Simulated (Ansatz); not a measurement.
`S[SiH2][GeH3]` + `[OH][AlH2]` → `[AlH2][O][SiH2]S` + GeH₄ at 600 K and 1 bar (cleavage of the Si–Ge bond).

Gas-phase electronic energies from Ansatz, PBE0-D4/def2-TZVP geometries. CCSD(T)/CBS is the MP2 limit (def2-TZVPP, def2-QZVPP) plus CCSD(T) − MP2 in def2-TZVPP, frozen cores. This one scheme is used for every species. For Ge outer-core shells are correlated without core-valence functions, which leaves a few kJ/mol of doubt a bond. Scalar relativity is left out up to krypton. One conformer a species, not always the lowest.

| species | CCSD(T)/CBS energy (Eh) | H − E (kJ/mol) | S (J/(mol·K)) |
| --- | --- | --- | --- |
| `S[SiH2][GeH3]` | -2766.59259 | 189.9 | 435.8 |
| `[OH][AlH2]` | -319.03157 | 103.2 | 300.4 |
| `[AlH2][O][SiH2]S` | -1007.16932 | 181.4 | 460.5 |
| GeH₄ | -2078.49493 | 105.8 | 256.4 |

H − E and S are ideal-gas, rigid-rotor, harmonic terms from PBE0-D4/def2-TZVP, for one conformer and one mirror image of each species. 1 Eh = 2625.50 kJ/mol, R = 8.31446 J/(mol·K).

By hand: ΔE, ΔH, ΔS and ΔG.

ΔE = (-1007.16932) + (-2078.49493) − (-2766.59259) − (-319.03157) = -0.04009 Eh = -105.3 kJ/mol. Δ(H − E) = 181.4 + 105.8 − 189.9 − 103.2 = -5.9, so ΔH = -111.2 kJ/mol. ΔS = 460.5 + 256.4 − 435.8 − 300.4 = -19.3 J/(mol·K). ΔG = -111.2 − 600 × (-19.3)/1000 = -99.6 kJ/mol.

By hand: the equilibrium constant, and the temperature at which ΔG would vanish if ΔH and ΔS stayed fixed.

log₁₀ K = −ΔG/(RT ln 10) = 8.7. ΔG = 0 at ΔH/ΔS = 5762 K, far beyond where these terms or the molecules hold.

ΔH outweighs TΔS. A doubt of 5 kJ/mol in ΔE shifts log₁₀ K by 0.4 here. Other conformers and mirror images would add mixing entropy, several J/(mol·K) or more a flexible species. Modes under 60 cm⁻¹, often nearly free rotors, make the harmonic entropy too high. These are equilibria of isolated gas molecules and say nothing of rates. Largest T1 diagnostic: 0.012 (customary marks: 0.02 for closed shells, 0.045 for open ones).
